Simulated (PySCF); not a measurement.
Below is a simulated gas-phase C 1s photoelectron spectrum of `C1C[C@H](OC)[C@H](C#C)B1`.

Every computed line was given a Gaussian of 0.5 eV full width at half maximum and an area set by the number of equivalent atoms; the highest printed point is 100. The calculation used PySCF, delta-SCF UKS SCAN, pcX-2 on the ionised atom, pcseg-1 elsewhere, spin-free X2C.

binding energy (eV), intensity and a bar:
```
    289.3          0 
    289.4          1 
    289.5          3 #
    289.6         10 ###
    289.7         23 #######
    289.8         44 #############
    289.9         69 #####################
    290.0         91 ###########################
    290.1        100 ##############################
    290.2         97 #############################
    290.3         89 ###########################
    290.4         83 #########################
    290.5         83 #########################
    290.6         86 ##########################
    290.7         84 #########################
    290.8         71 #####################
    290.9         50 ###############
    291.0         29 #########
    291.1         14 ####
    291.2          6 ##
    291.3          3 #
    291.4          5 ##
    291.5         12 ####
    291.6         25 ########
    291.7         43 #############
    291.8         60 ##################
    291.9         71 #####################
    292.0         69 #####################
    292.1         55 #################
    292.2         37 ###########
    292.3         21 ######
    292.4          9 ###
    292.5          3 #
    292.6          1 
    292.7          0
```

Q: How many maxima does the curve show, and how many computed lines lie under it?

A: The curve has 3 maxima (at 290.1, 290.6 and 291.9 eV). Under it lie 7 lines from 7 inequivalent carbon sites. At this width some lines have no maximum of their own.

Q: Decompose the envelope and assign each component. Numbering: `[CH:1]#[C:2][C@@H:3]1[BH:4][CH2:5][CH2:6][C@@H:7]1[O:8][CH3:9]`.

A: 
```tsv
position (eV)	relative area	line	atoms	environment
290.02	1	C 1s	C5	sp3 carbon bound to boron
290.05	1	C 1s	C1	terminal alkyne carbon
290.31	1	C 1s	C6	ring CH2 carbon
290.66	1	C 1s	C3	sp3 carbon bound to boron
290.74	1	C 1s	C2	alkyne carbon
291.85	1	C 1s	C7	sp3 carbon bound to oxygen
292.02	1	C 1s	C9	methoxy carbon
```

The listed C 1s values span 2.00 eV, from C5 (bonded to C, 2 H and B) to C9 (bonded to O and 3 H). Summing the Pauling electronegativity differences to the bonded atoms, each weighted by its formal bond order, gives -1.21 for the lowest site and -0.16 for the highest; the largest sum, +0.54, belongs to C7, 0.17 eV below the top. The values 290.02 and 290.05 eV lie too close for their order to be trusted.

No satellites, vibrations or lifetime broadening are included. Spin contamination (⟨S²⟩ against 0.75 for a pure doublet) is marked for C 1s of C2 (0.86), which makes this value less certain. One conformer (not necessarily the lowest) at the PBE0-D3(BJ)/def2-SVP geometry, without solvent, vibrations or thermal averaging.
